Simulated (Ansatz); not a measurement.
Geometry optimisation, RKS PBE0/6-31G* (Ansatz 0.2.0).

input.yaml

```yaml
crystal:
  periodic: [false, false, false]
  atoms:
    - { symbol: Si, position_ang: [-1.0323, 0.366079, -1.177347] }
    - { symbol: Cl, position_ang: [2.358782, 0.079225, -0.702493] }
    - { symbol: H, position_ang: [-0.583748, -1.054957, -1.160688] }
    - { symbol: H, position_ang: [-2.517937, 0.39182, -1.131853] }
    - { symbol: H, position_ang: [-0.533957, 1.023336, -2.418317] }
    - { symbol: H, position_ang: [-0.01378, -0.239165, 1.861747] }
    - { symbol: O, position_ang: [-0.546548, 1.238337, 0.231499] }
    - { symbol: H, position_ang: [1.959707, -0.57901, 0.362144] }
    - { symbol: O, position_ang: [0.550756, -0.998718, 2.078338] }
    - { symbol: H, position_ang: [0.369079, 1.541137, 0.142561] }
    - { symbol: H, position_ang: [-0.010154, -1.768083, 1.914308] }
basis:
  gaussian: { orbitals: "6-31G*" }
hamiltonian:
  xc: pbe0
relax:
  f_tol: 0.03
  max_steps: 50
output:
  orbitals: {}
```

Command:

```bash
$ ansatz run input.yaml --threads 2 --pin off --max-ram 3072MiB --backend cpu --events-out ev --progress --plain --runs-dir out
```

**Question.** Where does it end, and by what steps?

**Answer.** It converged. The force dipped under the threshold on the way, but the program's further checks kept it going. After 27 steps the energy has fallen by 0.374 eV; H3 moved furthest, 1.94 Å.

```json
{"step": "0", "energy less start (eV)": "0.0000", "largest force component (eV/Å)": "0.990", "accepted": "yes"}
{"step": "1", "energy less start (eV)": "-0.1315", "largest force component (eV/Å)": "0.739", "accepted": "yes"}
{"step": "2", "energy less start (eV)": "-0.2467", "largest force component (eV/Å)": "0.672", "accepted": "yes"}
{"step": "3", "energy less start (eV)": "-0.2831", "largest force component (eV/Å)": "0.593", "accepted": "yes"}
{"step": "4", "energy less start (eV)": "-0.3013", "largest force component (eV/Å)": "0.436", "accepted": "yes"}
{"step": "5", "energy less start (eV)": "-0.3123", "largest force component (eV/Å)": "0.290", "accepted": "yes"}
{"step": "6", "energy less start (eV)": "-0.3259", "largest force component (eV/Å)": "0.306", "accepted": "yes"}
{"step": "7", "energy less start (eV)": "-0.3342", "largest force component (eV/Å)": "0.356", "accepted": "yes"}
{"step": "8", "energy less start (eV)": "-0.3398", "largest force component (eV/Å)": "0.357", "accepted": "yes"}
{"step": "9", "energy less start (eV)": "-0.3438", "largest force component (eV/Å)": "0.341", "accepted": "yes"}
{"step": "10", "energy less start (eV)": "-0.3474", "largest force component (eV/Å)": "0.331", "accepted": "yes"}
{"step": "11", "energy less start (eV)": "-0.3515", "largest force component (eV/Å)": "0.247", "accepted": "yes"}
{"step": "12", "energy less start (eV)": "-0.3557", "largest force component (eV/Å)": "0.129", "accepted": "yes"}
{"step": "13", "energy less start (eV)": "-0.3582", "largest force component (eV/Å)": "0.098", "accepted": "yes"}
{"step": "14", "energy less start (eV)": "-0.3605", "largest force component (eV/Å)": "0.087", "accepted": "yes"}
{"step": "15", "energy less start (eV)": "-0.3630", "largest force component (eV/Å)": "0.078", "accepted": "yes"}
{"step": "16", "energy less start (eV)": "-0.3636", "largest force component (eV/Å)": "0.165", "accepted": "yes"}
{"step": "17", "energy less start (eV)": "-0.3657", "largest force component (eV/Å)": "0.082", "accepted": "yes"}
{"step": "18", "energy less start (eV)": "-0.3669", "largest force component (eV/Å)": "0.013", "accepted": "yes"}
{"step": "19", "energy less start (eV)": "-0.3683", "largest force component (eV/Å)": "0.117", "accepted": "yes"}
{"step": "20", "energy less start (eV)": "-0.3693", "largest force component (eV/Å)": "0.131", "accepted": "yes"}
{"step": "21", "energy less start (eV)": "-0.3705", "largest force component (eV/Å)": "0.123", "accepted": "yes"}
{"step": "22", "energy less start (eV)": "-0.3714", "largest force component (eV/Å)": "0.105", "accepted": "yes"}
{"step": "23", "energy less start (eV)": "-0.3723", "largest force component (eV/Å)": "0.098", "accepted": "yes"}
{"step": "24", "energy less start (eV)": "-0.3728", "largest force component (eV/Å)": "0.079", "accepted": "yes"}
{"step": "25", "energy less start (eV)": "-0.3732", "largest force component (eV/Å)": "0.065", "accepted": "yes"}
{"step": "26", "energy less start (eV)": "-0.3734", "largest force component (eV/Å)": "0.039", "accepted": "yes"}
{"step": "27", "energy less start (eV)": "-0.3735", "largest force component (eV/Å)": "0.010", "accepted": "yes"}
```

```xyz
11
Properties=species:S:1:pos:R:3
Si -1.391 0.413 -1.433
Cl 2.912 -0.037 0.319
H -1.393 -0.286 -2.748
H -2.695 0.216 -0.753
H -1.150 1.863 -1.663
H 0.048 -0.232 1.382
O -0.253 -0.251 -0.398
H 1.986 -0.111 1.310
O 0.655 -0.243 2.157
H 0.676 -0.188 -0.679
H 0.605 -1.144 2.505
```

Whether the end is a true minimum wasn't checked by a vibrational analysis.

The run took 69 s on 2 threads of Arm Neoverse V1 (shared host), peak memory 0.17 GiB.
